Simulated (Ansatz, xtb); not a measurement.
# Relative energy of two isomers of C6H12S

Structure X is `CC1(S)CCCC1`, a singlet and structure Y is `CSC1CCCC1`, a singlet. Both are isolated molecules in the gas phase, relaxed with PBE0-D3(BJ)/def2-SVP, each in the lowest conformer that the search found.

X (Å):

```xyz
19

C    -2.4640   -0.4533   -2.2053
C    -1.1867   -0.5212   -1.3888
C     0.0961   -0.4301   -2.2266
C     1.2139   -0.9914   -1.3353
C     0.5061   -1.8660   -0.2737
C    -0.9757   -1.8494   -0.6559
S    -1.1121    0.8937   -0.2021
H    -3.3533   -0.5440   -1.5626
H    -2.4924   -1.2757   -2.9399
H    -2.5356    0.5013   -2.7462
H    -2.1715    0.5175    0.5469
H     0.2916    0.5890   -2.5952
H    -0.0494   -1.0683   -3.1147
H     1.7704   -0.1759   -0.8511
H     1.9446   -1.5621   -1.9277
H     0.6380   -1.4262    0.7252
H     0.9056   -2.8900   -0.2316
H    -1.1983   -2.6611   -1.3719
H    -1.6554   -1.9809    0.2002
```

Y (Å):

| atom | x (Å) | y (Å) | z (Å) |
| --- | --- | --- | --- |
| C | -2.8503 | 0.1005 | -2.3880 |
| C | -0.1964 | 0.0162 | -1.5716 |
| C | 1.2952 | 0.1153 | -1.9053 |
| C | 2.0055 | 0.2492 | -0.5418 |
| C | 0.8897 | 0.5080 | 0.4936 |
| C | -0.3333 | 0.8997 | -0.3346 |
| S | -1.1986 | 0.4788 | -3.0069 |
| H | -3.5519 | 0.2864 | -3.2132 |
| H | -3.1311 | 0.7433 | -1.5406 |
| H | -2.9332 | -0.9565 | -2.0914 |
| H | -0.4466 | -1.0269 | -1.3046 |
| H | 1.4594 | 1.0199 | -2.5146 |
| H | 1.6442 | -0.7393 | -2.5024 |
| H | 2.5765 | -0.6575 | -0.2913 |
| H | 2.7317 | 1.0757 | -0.5627 |
| H | 1.1626 | 1.2718 | 1.2370 |
| H | 0.6724 | -0.4152 | 1.0550 |
| H | -0.2758 | 1.9554 | -0.6505 |
| H | -1.2848 | 0.7633 | 0.2009 |

Quicker runs give these differences E(Y) − E(X): GFN2-xTB +6.0 kcal/mol; HF/STO-3G −4.1 kcal/mol (at GFN2-xTB geometries); r2SCAN-D4/def2-SVP +6.0 kcal/mol (at GFN2-xTB geometries).

Q: Estimate E(Y) − E(X) at the level CCSD(T)/def2-SVP + ΔMP2/def2-TZVPP.

A: Calculated at CCSD(T)/def2-SVP + ΔMP2/def2-TZVPP: E(Y) − E(X) = +4.8 kcal/mol, so structure X lies lower.

How the difference moves with the method:

```json
{"level": "GFN2-xTB", "geometry": "GFN2-xTB", "E(Y) − E(X) (kcal/mol)": "+6.0", "departure from the last row (kcal/mol)": "+1.2", "job, with rough time for the two": "optimisation, 0.29 s"}
{"level": "HF/STO-3G", "geometry": "GFN2-xTB", "E(Y) − E(X) (kcal/mol)": "−4.1", "departure from the last row (kcal/mol)": "−8.9", "job, with rough time for the two": "single point, 1.6 s"}
{"level": "r2SCAN-D4/def2-SVP", "geometry": "GFN2-xTB", "E(Y) − E(X) (kcal/mol)": "+6.0", "departure from the last row (kcal/mol)": "+1.2", "job, with rough time for the two": "single point, 3.7 s"}
{"level": "PBE0-D3(BJ)/def2-SVP", "geometry": "PBE0-D3(BJ)/def2-SVP", "E(Y) − E(X) (kcal/mol)": "+5.5", "departure from the last row (kcal/mol)": "+0.7", "job, with rough time for the two": "optimisation, 2.2 min"}
{"level": "HF/def2-SVP", "geometry": "PBE0-D3(BJ)/def2-SVP", "E(Y) − E(X) (kcal/mol)": "+4.6", "departure from the last row (kcal/mol)": "−0.2", "job, with rough time for the two": "part of the CCSD(T) run"}
{"level": "MP2/def2-SVP", "geometry": "PBE0-D3(BJ)/def2-SVP", "E(Y) − E(X) (kcal/mol)": "+8.3", "departure from the last row (kcal/mol)": "+3.5", "job, with rough time for the two": "part of the CCSD(T) run"}
{"level": "CCSD(T)/def2-SVP", "geometry": "PBE0-D3(BJ)/def2-SVP", "E(Y) − E(X) (kcal/mol)": "+8.0", "departure from the last row (kcal/mol)": "+3.2", "job, with rough time for the two": "single point"}
{"level": "CCSD(T)/def2-SVP + ΔMP2/def2-TZVPP", "geometry": "PBE0-D3(BJ)/def2-SVP", "E(Y) − E(X) (kcal/mol)": "+4.8", "departure from the last row (kcal/mol)": "", "job, with rough time for the two": "single point, 2.4 min"}
```

As drawn, Y has 1 C–S, 1 C–H in place of 1 C–C, 1 S–H.

HF/STO-3G puts the two in the other order. The largest departure from CCSD(T)/def2-SVP + ΔMP2/def2-TZVPP is that of HF/STO-3G, 8.9 kcal/mol. The last row adds to CCSD(T) the change of the MP2 difference between the two basis sets, here −3.2 kcal/mol, a large step that makes the value less sure.

With thermal terms from frequencies at re-optimised GFN2-xTB minima (ideal gas, soft modes damped towards free rotors, one conformer each, 298.15 K, 1 atm): the zero-point term adds +1.2 kcal/mol; ΔH is +6.1 and ΔG +5.4 kcal/mol.

The correlated steps freeze 11 core orbitals. Programs: Ansatz 0.2.0, xtb 6.7.1; the last row on 4 threads of AMD EPYC 7R13 Processor (Zen 3) on a shared host.
